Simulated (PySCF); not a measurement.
Compound: C5H13NSi.
Numbering: `[CH3:1]/[CH:2]=[CH:3]\[SiH2:4][N:5]([CH3:6])[CH3:7]` (hydrogens: H8, H9, H10 on C1; H11 on C2; H12 on C3; H13, H14 on Si4; H15, H16, H17 on C6; H18, H19, H20 on C7)

Cartesian coordinates in Å at the GFN2-xTB level; atoms count from 1:
```
atom  x, y, z in Å
C1     2.264    0.814   -0.363
C2     2.114   -0.569   -0.895
C3     1.193   -1.445   -0.513
Si4   -0.130   -1.206    0.803
N5    -1.087    0.162    0.373
C6    -2.038    0.706    1.307
C7    -1.431    0.459   -0.994
H8     1.535    1.010    0.417
H9     2.130    1.540   -1.166
H10    3.268    0.953    0.038
H11    2.838   -0.838   -1.659
H12    1.211   -2.420   -0.983
H13   -0.865   -2.484    0.906
H14    0.415   -0.873    2.127
H15   -2.130    1.786    1.156
H16   -3.034    0.260    1.187
H17   -1.699    0.521    2.322
H18   -1.484    1.544   -1.136
H19   -0.670    0.056   -1.657
H20   -2.403    0.034   -1.274
```

A PySCF run (density fitting, gas phase, GFN2-xTB geometry) gave HOMO -8.80 eV, LUMO 1.93 eV, dipole 1.08 D and E = -542.292 Eh.

Question: Which of these levels was it?
A. PBE0/pcSseg-1
B. LC-wPBE/ANO-RCC-VDZP
C. PBE0/ANO-RCC-VDZP
D. OLYP/6-31G*
E. PBE/pcseg-1

Answer: B. It is LC-wPBE/ANO-RCC-VDZP. All candidates on this geometry:

```
                                                level and settings                    kind  basis functions  SCF cycles     E (Eh)  HOMO (eV)  LUMO (eV)  dipole (D)
PBE/pcseg-1, damping 0.2 at the start, DIIS from the seventh cycle                     GGA              167          19  -542.0227      -4.85      -1.28        1.08
                            OLYP/6-31G*, energy threshold 1e-11 Eh                     GGA              128          12  -542.4305      -4.47      -0.71        1.03
                                                     PBE0/pcSseg-1           global hybrid              191          14  -542.1117      -6.17      -0.32        1.09
                                                 PBE0/ANO-RCC-VDZP           global hybrid              167          13  -542.1066      -6.13      -0.22        1.12
                                              LC-wPBE/ANO-RCC-VDZP  range-separated hybrid              167          12  -542.2924      -8.80       1.93        1.08
```

The nearest other candidate, by the summed differences of HOMO and LUMO, is PBE0/ANO-RCC-VDZP: its HOMO differs by +2.67 eV and its LUMO by -2.15 eV. Cycle counts include a coarse-grid stage where the run had one. All basis functions are spherical, in the Pople sets too. ANO-RCC sets were contracted for a scalar-relativistic Hamiltonian, but ran non-relativistically here.
